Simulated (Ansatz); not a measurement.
`FCC1=C[SiH2]1`, charge 0, multiplicity 1.

Q: Give a relaxed structure at PBE0-D4/def2-TZVP (the Gaussian-basis code of Ansatz). (Estimate.)

A: Computed: 
Cartesian coordinates in Å:
```
F 2.100 0.644 0.923
C 0.861 1.158 0.601
C -0.022 0.128 0.027
C -1.272 0.040 -0.428
Si -0.415 -1.542 -0.550
H 0.423 1.573 1.516
H 1.012 1.973 -0.114
H -2.108 0.720 -0.538
H -0.677 -2.644 0.406
H 0.099 -2.051 -1.844
```
Point group Cs.
This is one stationary point; other conformers may exist.
